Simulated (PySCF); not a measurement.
C₄H₁₀F₂Sn, SMILES C[CH2][Sn]([F])([F])[CH2]C at its GFN2-xTB optimised geometry (Å):

```
17

C     -2.4084    -0.1083     0.0570
C     -1.1994     0.7810     0.0000
Sn     0.7101    -0.5041     0.0000
F      0.3324    -1.7282    -1.5870
F      0.3530    -1.6867     1.6255
C      3.0094    -0.5041     0.0000
C      3.5788    -0.5073     1.3909
H     -2.4454    -0.7718    -0.8044
H     -3.3099     0.5069     0.0567
H     -2.4059    -0.7134     0.9610
H     -1.1019     1.4233     0.8712
H     -1.1404     1.3611    -0.9171
H      3.2173    -1.4233    -0.5432
H      3.3099     0.3611    -0.5855
H      4.6593    -0.6501     1.3331
H      3.3882     0.4307     1.9076
H      3.1628    -1.3218     1.9793
```

Calculation: PBE0/def2-SVP, def2 effective core potentials past Kr (PySCF 2.14.0). The core electrons that the potentials of Sn replace are not part of the density. Cells within 0.4 Å of a nucleus heavier than hydrogen are left out (blank, or x).

Map of the electron localisation function on the plane z = 0.0 Å:

```
|000000000000000000000000000|
|000000000000000000000000000|
|000000000000000000000000000|
|000000000000000000000000000|
|000000000000000000000000000|
|000000000000000000000000000|
|000000000000000000000000000|
|000000000000000000000000000|
|000000000121000000000000000|
|000264001465200000000000000|
|001999712545423321002420000|
|0069999564xx664344127861000|
|0069999689x5842224458971000|
|0028998xx877626733765761000|
|0001344x242424xx6284xx41000|
|000001476301237x5286x551000|
|000000243100112323568960000|
|000000010000001111159970000|
|000000000000000000027840000|
|000000000000000000001200000|
|000000000000000000000000000|
|000000000000000000000000000|
|000000000000000000000000000|
|000000000000000000000000000|
|000000000000000000000000000|
|000000000000000000000000000|
|000000000000000000000000000|
```
Scale: ten equal steps from 0.000 (start of '0') to 1.000 (end of '9'), in the order '0123456789'; x runs from -5.50 to 5.50, y from -5.50 (bottom) to 5.50 (top).
